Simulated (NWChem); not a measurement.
# C$_{2}$H$_{4}$BFO$_{2}$; SMILES C=C(F)B(O)O

```xyz
10

C     -1.2478    -1.4982     0.0000
C     -0.1294    -0.7760     0.0000
F      1.0731    -1.4052     0.0000
B      0.0091     0.7924     0.0000
O     -1.1087     1.5563     0.0000
O      1.2431     1.3597     0.0000
H     -1.2277    -2.5910     0.0000
H     -2.2080    -0.9805     0.0000
H     -0.8993     2.4969     0.0000
H      1.9342     0.6869     0.0000
```
Atoms are numbered in this order, from 1.

Results from NWChem. Pople sets run with spherical d functions. All runs use the structure optimised with PBE0/def2-SVP. GIAO values for the isolated, static molecule; σ is the absolute isotropic shielding, δ = σ(reference) − σ with the isolated reference molecule computed at the same levels (11B: boron trifluoride, 13C: tetramethylsilane, 1H: tetramethylsilane, 17O: water).

| level | δ C2 (ppm) | δ B4 (ppm) | δ O5 (ppm) | δ O6 (ppm) | δ H7 (ppm) | δ H9 (ppm) | δ H10 (ppm) |
|---|---|---|---|---|---|---|---|
| PBE0/pcSseg-1 | 173.1 | 12.6 | 105.5 | 117.2 | 5.61 | 3.82 | 4.78 |
| BHandHLYP/pcSseg-1 | 173.8 | [?] | [?] | [?] | [?] | [?] | 4.78 |
| B3LYP/6-31G* | 156.8 | 13.4 | 79.9 | 91.3 | 5.02 | 3.28 | 4.26 |
| PBE/pcSseg-1 | 173.3 | 11.6 | 114.5 | 127.4 | 5.38 | 3.74 | 4.80 |
| Hartree-Fock/6-31G* | 157.7 | 16.3 | 61.9 | 70.7 | 5.62 | 3.53 | 4.38 |

Fill in the missing entries.


- BHandHLYP/pcSseg-1, δ B4 (ppm): 14.1
- BHandHLYP/pcSseg-1, δ O5 (ppm): 97.7
- BHandHLYP/pcSseg-1, δ O6 (ppm): 108.6
- BHandHLYP/pcSseg-1, δ H7 (ppm): 5.69
- BHandHLYP/pcSseg-1, δ H9 (ppm): 3.87
